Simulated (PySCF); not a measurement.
Species: C4H7NSi.
Cartesian coordinates in Å at the PBE0-D3(BJ)/def2-SVP level; atoms count from 1:
```xyz
13
C4H7NSi angstrom
C     -0.827    2.895    0.143
C     -0.493    1.728    0.228
Si    -0.012   -0.039    0.377
C     -1.529   -1.121    0.328
N      0.999   -0.426   -1.010
C      2.204   -0.790   -0.929
H     -1.120    3.927    0.064
H      0.746   -0.213    1.661
H     -2.026   -1.024   -0.649
H     -1.259   -2.178    0.479
H     -2.241   -0.827    1.114
H      2.771   -0.892    0.023
H      2.779   -1.036   -1.842
```

Linear response at wB97X-D/def2-SVPD (PySCF, frozen core in the response, non-relativistic).

Static isotropic polarisability: 80.37 au (11.91 Å³), principal values 65.3, 77.3, 98.5 au.

Q: What is the polarisability at 1064 nm and at the sodium D line?

A: 81.19 au at 1064 nm (+1.0 %), 83.12 au at 589.3 nm (+3.4 %). The rise at 589.3 nm is 3.37 times that at 1064 nm; a pure ω² law gives 3.26. The lowest singlet lies at 299 nm, shorter than both wavelengths.

Q: What is the isotropic C6 coefficient between two such molecules, C6 = (3/π)∫α(iω)² dω?

A: 2378 au (Eh·bohr⁶) by a ten-point quadrature over imaginary frequencies, which is 1420 eV·Å⁶ or 137 J·nm⁶/mol.

Q: Which effective excitation energy ω̄ makes London's formula C6 = (3/4)α²ω̄ exact here?

A: ω̄ = 4·C6/(3α²) = 0.491 Eh = 13.4 eV. A one-pole form α(ω) = α/(1 − ω²/ω̄²) fitted to the 1064 nm value gives 11.6 eV.

Q: The lowest 6 singlets have (eV, f): 4.14, 0.000; 5.98, 0.001; 6.27, 0.005; 6.31, 0.001; 6.70, 0.032; 6.93, 0.015. What share of the static polarisability do they carry in the sum over states α = Σ f/ω²?

A: 0.92 au, 1.1 % of α; the largest term, 0.53 au, is that of the state at 6.70 eV. Their oscillator strengths add up to 0.06. Higher states carry the rest.

Q: What molar refraction at the D line follows from R = (4π/3)·N_A·α′, with α′ the polarisability volume?

A: α′ = 12.32 Å³ gives R = 31.07 cm³/mol, for isolated, non-vibrating species.

Q: What n − 1 at the D line would an ideal gas of it have at 273.15 K and 1 atm (2.6868 × 10¹⁹ cm⁻³), by n − 1 = 2π·N·α′?

A: 20.79 × 10⁻⁴, a formal value whether or not that pressure can be reached.

Q: How anisotropic is the static polarisability, by Δα² = ½[(α1 − α2)² + (α2 − α3)² + (α3 − α1)²]?

A: Δα = 29.1 au, or 0.36 of the isotropic value.

Q: What three-body coefficient follows from the one-pole estimate C9 = (3/4)·α·C6?

A: 143000 au. This is an estimate from the two numbers above, not a computed integral.

Q: How many electrons N does the Slater–Kirkwood formula C6 = (3/4)·√N·α^(3/2) need to give this C6?

A: N = (4·C6/3)²/α³ = 19.4; the species has 52 electrons in all.

One conformer stands for the species.

wB97X-D is run here without its empirical dispersion term; that term would change no orbital, density or response property at a fixed geometry.
